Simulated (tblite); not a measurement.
Record of a relaxation.

Species: C5H12OSi2.
Bonds: C1–C2, C2–C3, C3–O4, O4–Si5, Si5–C6, C6–C7 (triple), C7–Si8. Hydrogens: H9, H10, H11 on C1; H12, H13 on C2; H14, H15 on C3; H16, H17 on Si5; H18, H19, H20 on Si8.

Computed with GFN2-xTB (tblite), gas phase: L-BFGS steps from a force-field or distance-geometry start until the largest atomic force falls under 0.01 eV/Å. 7 of its 53 geometries are shown.

Step 0: E = -661.9526 eV, largest atomic force 1.504 eV/Å
```
atom  x, y, z in Å  |  force x, y, z in eV/Å
C1     -3.343    1.033   -0.381   -0.775   0.488   0.114
C2     -2.610   -0.268   -0.581    0.104  -0.553   0.714
C3     -1.287   -0.303    0.216   -0.678  -0.233  -0.832
O4     -0.667   -1.547   -0.032    1.217   0.218   0.857
Si5     0.777   -1.879    0.751   -0.387  -0.206  -0.159
C6      2.145   -0.717    0.213   -0.476  -0.313   0.190
C7      3.025    0.037   -0.133    0.541   0.472  -0.203
Si8     4.389    1.203   -0.669    0.054  -0.051   0.018
H9     -2.745    1.881   -0.722   -0.063  -0.111   0.065
H10    -3.605    1.194    0.678    0.180  -0.080  -0.417
H11    -4.287    1.026   -0.954    0.429   0.040   0.237
H12    -3.242   -1.114   -0.256    0.248   0.284   0.004
H13    -2.404   -0.429   -1.626    0.220   0.008  -0.397
H14    -1.501   -0.175    1.281    0.070  -0.030   0.055
H15    -0.653    0.529   -0.122    0.043  -0.158   0.101
H16     0.557   -1.751    2.218    0.084   0.136  -0.301
H17     1.164   -3.277    0.461   -0.309   0.415  -0.185
H18     3.840    2.561   -0.871   -0.010  -0.240   0.072
H19     4.982    0.742   -1.945   -0.175  -0.001   0.241
H20     5.458    1.264    0.361   -0.317  -0.085  -0.173
```

Step 9: E = -662.1110 eV, largest atomic force 0.334 eV/Å
```
atom  x, y, z in Å  |  force x, y, z in eV/Å
C1     -3.349    1.024   -0.382    0.100  -0.036  -0.005
C2     -2.602   -0.298   -0.581   -0.071   0.143  -0.089
C3     -1.291   -0.311    0.200   -0.011   0.066   0.042
O4     -0.579   -1.508    0.026   -0.170   0.117  -0.012
Si5     0.820   -1.859    0.778   -0.164  -0.123   0.040
C6      2.164   -0.702    0.235   -0.185  -0.231   0.155
C7      3.035    0.050   -0.132    0.147   0.129  -0.054
Si8     4.375    1.193   -0.670    0.132   0.098  -0.033
H9     -2.744    1.866   -0.716    0.024  -0.058  -0.013
H10    -3.588    1.182    0.667    0.009  -0.052   0.014
H11    -4.277    1.032   -0.948    0.030  -0.065  -0.001
H12    -3.234   -1.121   -0.243    0.074  -0.033  -0.059
H13    -2.386   -0.433   -1.646   -0.019  -0.072   0.125
H14    -1.513   -0.173    1.271    0.070   0.033  -0.104
H15    -0.662    0.528   -0.132   -0.048  -0.015   0.068
H16     0.615   -1.693    2.228    0.142  -0.008  -0.017
H17     1.058   -3.231    0.343   -0.049   0.085  -0.031
H18     3.805    2.527   -0.852   -0.052   0.077  -0.017
H19     4.943    0.708   -1.926    0.007  -0.039  -0.067
H20     5.404    1.228    0.369    0.033  -0.014   0.058
```

Step 17: E = -662.1319 eV, largest atomic force 0.087 eV/Å
```
atom  x, y, z in Å  |  force x, y, z in eV/Å
C1     -3.344    1.016   -0.387    0.015  -0.037  -0.022
C2     -2.600   -0.299   -0.586    0.009   0.027  -0.001
C3     -1.298   -0.287    0.204    0.025   0.019   0.039
O4     -0.597   -1.485    0.042    0.003   0.033   0.018
Si5     0.803   -1.853    0.777    0.001  -0.075   0.045
C6      2.175   -0.716    0.261   -0.060  -0.030  -0.026
C7      3.033    0.047   -0.120    0.058   0.040  -0.011
Si8     4.371    1.194   -0.668    0.059   0.041  -0.009
H9     -2.730    1.850   -0.720   -0.046  -0.018  -0.003
H10    -3.576    1.162    0.667   -0.017   0.003  -0.037
H11    -4.272    1.016   -0.952   -0.015   0.019  -0.001
H12    -3.213   -1.137   -0.250    0.012   0.011   0.002
H13    -2.375   -0.453   -1.645    0.008   0.017   0.048
H14    -1.513   -0.139    1.271   -0.040   0.037  -0.008
H15    -0.668    0.552   -0.124   -0.011  -0.003  -0.024
H16     0.685   -1.690    2.233    0.007  -0.047   0.016
H17     0.998   -3.206    0.288   -0.012  -0.052  -0.019
H18     3.791    2.528   -0.853    0.006  -0.007  -0.003
H19     4.929    0.696   -1.929   -0.008   0.007   0.008
H20     5.396    1.218    0.380    0.007   0.014  -0.012
```

Step 26: E = -662.1421 eV, largest atomic force 0.070 eV/Å
```
atom  x, y, z in Å  |  force x, y, z in eV/Å
C1     -3.360    1.008   -0.401    0.026  -0.053  -0.024
C2     -2.592   -0.296   -0.583    0.024   0.027   0.009
C3     -1.298   -0.253    0.223    0.014   0.007   0.027
O4     -0.603   -1.457    0.099   -0.032   0.008  -0.016
Si5     0.810   -1.875    0.777   -0.022   0.002   0.038
C6      2.174   -0.732    0.239    0.015  -0.025   0.024
C7      3.041    0.040   -0.105    0.029   0.023  -0.036
Si8     4.374    1.195   -0.660    0.031   0.027  -0.019
H9     -2.752    1.846   -0.740   -0.065  -0.010   0.023
H10    -3.597    1.156    0.652   -0.015   0.029  -0.060
H11    -4.286    0.998   -0.969    0.016  -0.016   0.001
H12    -3.189   -1.146   -0.244    0.002   0.045  -0.015
H13    -2.346   -0.457   -1.635   -0.036   0.021   0.044
H14    -1.532   -0.070    1.281    0.020  -0.005  -0.007
H15    -0.670    0.578   -0.128    0.009  -0.039   0.009
H16     0.747   -1.763    2.243    0.023  -0.029  -0.021
H17     0.944   -3.225    0.250    0.009   0.029  -0.005
H18     3.794    2.530   -0.857    0.001  -0.038   0.024
H19     4.922    0.699   -1.928   -0.010  -0.001   0.036
H20     5.414    1.235    0.376   -0.038  -0.002  -0.032
```

Step 35: E = -662.1480 eV, largest atomic force 0.039 eV/Å
```
atom  x, y, z in Å  |  force x, y, z in eV/Å
C1     -3.379    1.006   -0.418    0.013  -0.011   0.005
C2     -2.582   -0.282   -0.571    0.009   0.009  -0.006
C3     -1.292   -0.231    0.243    0.003   0.008  -0.005
O4     -0.608   -1.444    0.141   -0.024  -0.006   0.016
Si5     0.816   -1.883    0.779   -0.007  -0.011   0.010
C6      2.187   -0.748    0.244   -0.006   0.010  -0.005
C7      3.046    0.028   -0.114    0.012   0.006   0.006
Si8     4.373    1.193   -0.661    0.011   0.004  -0.006
H9     -2.796    1.859   -0.760   -0.012  -0.009  -0.012
H10    -3.637    1.169    0.626   -0.029   0.010  -0.004
H11    -4.296    0.957   -1.000    0.014   0.007   0.012
H12    -3.176   -1.134   -0.233    0.020   0.011   0.006
H13    -2.331   -0.445   -1.620    0.012  -0.017   0.006
H14    -1.527   -0.025    1.296    0.023  -0.010  -0.017
H15    -0.648    0.580   -0.124   -0.020   0.027   0.019
H16     0.805   -1.832    2.249   -0.011   0.009  -0.005
H17     0.920   -3.217    0.210    0.020  -0.011  -0.020
H18     3.783    2.525   -0.844   -0.001  -0.033  -0.004
H19     4.923    0.692   -1.926   -0.006   0.019   0.011
H20     5.415    1.244    0.370   -0.022  -0.013  -0.008
```

Step 43: E = -662.1494 eV, largest atomic force 0.025 eV/Å
```
atom  x, y, z in Å  |  force x, y, z in eV/Å
C1     -3.384    1.006   -0.423    0.002   0.000   0.000
C2     -2.575   -0.277   -0.565   -0.012   0.002  -0.003
C3     -1.287   -0.223    0.250   -0.006   0.011   0.004
O4     -0.611   -1.441    0.150   -0.006   0.013  -0.009
Si5     0.816   -1.887    0.777   -0.007  -0.008   0.015
C6      2.182   -0.748    0.244    0.005  -0.002  -0.005
C7      3.047    0.022   -0.112    0.013   0.014  -0.012
Si8     4.372    1.188   -0.662    0.017   0.017  -0.007
H9     -2.809    1.862   -0.769    0.007  -0.003  -0.006
H10    -3.655    1.175    0.616    0.006  -0.004   0.011
H11    -4.298    0.945   -1.009    0.005  -0.005  -0.013
H12    -3.165   -1.130   -0.223   -0.006  -0.010   0.010
H13    -2.321   -0.447   -1.612    0.009   0.000   0.007
H14    -1.520   -0.017    1.304   -0.002   0.000   0.000
H15    -0.644    0.588   -0.115    0.006  -0.002   0.007
H16     0.810   -1.842    2.247   -0.012  -0.006  -0.004
H17     0.929   -3.214    0.191   -0.001   0.002  -0.003
H18     3.773    2.515   -0.845    0.002  -0.016   0.000
H19     4.925    0.698   -1.929   -0.007   0.005   0.015
H20     5.410    1.237    0.372   -0.011  -0.006  -0.008
```

Step 52: E = -662.1498 eV, largest atomic force 0.009 eV/Å
```
atom  x, y, z in Å  |  force x, y, z in eV/Å
C1     -3.385    1.005   -0.426    0.003   0.002  -0.005
C2     -2.574   -0.277   -0.560   -0.004   0.000  -0.003
C3     -1.287   -0.218    0.256   -0.006   0.003   0.002
O4     -0.610   -1.435    0.151    0.001   0.008  -0.001
Si5     0.816   -1.886    0.776   -0.003  -0.006   0.006
C6      2.184   -0.749    0.243    0.002   0.002   0.002
C7      3.048    0.021   -0.116    0.001   0.000  -0.001
Si8     4.372    1.188   -0.663    0.002   0.003  -0.004
H9     -2.809    1.859   -0.774    0.005   0.006   0.002
H10    -3.658    1.176    0.613   -0.001   0.005  -0.004
H11    -4.295    0.940   -1.016   -0.002  -0.002   0.001
H12    -3.163   -1.129   -0.216    0.002  -0.004   0.001
H13    -2.315   -0.450   -1.606   -0.003  -0.007  -0.001
H14    -1.521   -0.014    1.309    0.003  -0.007   0.003
H15    -0.643    0.594   -0.108   -0.004  -0.003   0.004
H16     0.804   -1.849    2.245    0.001  -0.001   0.000
H17     0.928   -3.210    0.183   -0.001  -0.005  -0.003
H18     3.769    2.513   -0.845    0.008  -0.003   0.002
H19     4.926    0.700   -1.929    0.001   0.003   0.003
H20     5.408    1.233    0.374   -0.005   0.004  -0.006
```

Q: Summarise the path.

A: The energy falls by 19.02 kJ/mol from step 0 to step 52; nine tenths of that is first reached at step 16. It falls at every step. The largest force goes from 1.504 to 0.009 eV/Å. Among the bonds O4–Si5 changes most, from 1.675 to 1.621 Å; the atoms move by 0.136 Å rms after alignment.

Q: Follow the three bonds and two angles with the largest change from start to end.

A: 
| step | E above end (kJ/mol) | largest force (eV/Å) | O4–Si5 (Å) | Si5–H17 (Å) | C7–Si8 (Å) | C3–O4–Si5 (°) | O4–Si5–H17 (°) |
| --- | --- | --- | --- | --- | --- | --- | --- |
| 0 | 19.02 | 1.504 | 1.675 | 1.479 | 1.872 | 118.1 | 108.8 |
| 2 | 12.36 | 1.562 | 1.623 | 1.460 | 1.875 | 122.1 | 109.6 |
| 5 | 7.27 | 0.393 | 1.632 | 1.453 | 1.857 | 123.3 | 107.6 |
| 7 | 5.57 | 0.259 | 1.629 | 1.454 | 1.846 | 124.2 | 104.8 |
| 9 | 3.74 | 0.334 | 1.627 | 1.458 | 1.841 | 124.3 | 101.8 |
| 11 | 2.68 | 0.159 | 1.628 | 1.456 | 1.849 | 124.2 | 100.7 |
| 14 | 2.11 | 0.128 | 1.626 | 1.454 | 1.850 | 124.9 | 100.4 |
| 16 | 1.83 | 0.091 | 1.624 | 1.452 | 1.847 | 125.1 | 100.1 |
| 18 | 1.62 | 0.080 | 1.623 | 1.451 | 1.845 | 125.1 | 100.0 |
| 20 | 1.39 | 0.100 | 1.624 | 1.451 | 1.847 | 125.6 | 100.1 |
| 23 | 0.97 | 0.063 | 1.622 | 1.456 | 1.849 | 127.7 | 100.1 |
| 25 | 0.83 | 0.069 | 1.622 | 1.456 | 1.849 | 128.1 | 99.9 |
| 27 | 0.63 | 0.081 | 1.622 | 1.455 | 1.849 | 128.4 | 99.4 |
| 29 | 0.43 | 0.068 | 1.622 | 1.454 | 1.850 | 128.9 | 99.0 |
| 32 | 0.28 | 0.052 | 1.621 | 1.455 | 1.849 | 129.4 | 98.9 |
| 34 | 0.20 | 0.042 | 1.621 | 1.454 | 1.849 | 129.6 | 99.0 |
| 36 | 0.14 | 0.035 | 1.622 | 1.454 | 1.850 | 129.5 | 99.1 |
| 38 | 0.09 | 0.038 | 1.622 | 1.455 | 1.849 | 129.6 | 99.3 |
| 41 | 0.06 | 0.022 | 1.621 | 1.456 | 1.848 | 129.7 | 99.4 |
| 43 | 0.03 | 0.025 | 1.621 | 1.455 | 1.848 | 129.7 | 99.4 |
| 45 | 0.02 | 0.015 | 1.621 | 1.455 | 1.848 | 129.7 | 99.4 |
| 47 | 0.01 | 0.013 | 1.621 | 1.455 | 1.848 | 129.8 | 99.5 |
| 50 | 0.00 | 0.015 | 1.621 | 1.455 | 1.848 | 129.7 | 99.5 |
| 52 | 0.00 | 0.009 | 1.621 | 1.455 | 1.848 | 129.8 | 99.4 |

The cost below is that of the whole relaxation. Hardware: an Arm Neoverse N1 with one thread, shared host with 64 logical CPUs at a one-minute load of 60. Cost: 0.78 s wall.
